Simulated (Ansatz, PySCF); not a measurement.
Pulling on the Si1–H2 bond in BrHSi (SMILES [SiH]Br) (multiplicity 1 held, fragments rigid). Energies count from the point at 1.524 Å.
Geometry at that point (charge 0, multiplicity 1):
```xyz
3

Si    -0.89670    -0.76105     1.06218
H     -1.89252    -1.22929     0.00777
Br     0.41275     0.33954    -0.42510
```

R- and RO- levels are restricted; in cc, def2 and unpolarised 6-31G sets they are followed outwards from rest. Unrestricted levels (U-) break spin symmetry where that is lower. Active spaces are followed from a long bond inwards. Left out are points that failed, MP2 points in a non-variational dive below the minimum, coupled-cluster points behind a sign of a changed root (a jump of the amplitudes, or a one-step jump against full CI or MRCI), small-basis points behind a change of solution, and semi-empirical points at long bonds. Curves can end on different states.

Frozen-core correlation. Filled d and f shells under p-block atoms count as core. Rows in LANL2DZ carry no dispersion term and start afresh at each structure. LANL2DZ brings its own core potentials from Na on.

Programs: Ansatz (Gaussian basis) for Hartree–Fock, density functionals and correlated methods; PySCF for LANL2DZ rows. Values without a source in brackets are computed.

Energies in eV.

```
R (Å)  U-B3LYP/LANL2DZ  R-CCSD(T)/def2-TZVPP  CASSCF(2,2)/def2-TZVPP  FIC-MRCISD+Q on CASSCF(2,2)/def2-TZVPP
-----  ---------------  --------------------  ----------------------  --------------------------------------
1.219             1.19                  1.10                    1.18                                    1.10
1.372             0.25                  0.20                    0.24                                    0.20
1.524             0.00                  0.00                    0.00                                    0.00
1.676             0.11                  0.15                    0.11                                    0.15
1.829             0.40                  0.47                    0.40                                    0.47
2.057             0.97                  1.06                    0.94                                    1.05
2.286             1.57                  1.64                    1.47                                    1.63
2.667             2.39                  2.40                    2.16                                    2.39
3.048             2.77                  2.84                    2.59                                    2.86
3.505             2.96                  2.96                    2.82                                    3.12
4.115             3.03                  2.72                    2.91                                    3.23
4.877         left out                  2.39                    2.93                                    3.26
```

Doubts at one or more of the structures used: a spin-contaminated determinant (U-B3LYP/LANL2DZ); a restricted determinant that unrestricted orbitals would lower (R-CCSD(T)/def2-TZVPP); other coupled-cluster roots lie near (R-CCSD(T)/def2-TZVPP); T1 above 0.05 (R-CCSD(T)/def2-TZVPP).

Ansatz is a program for electronic structure.
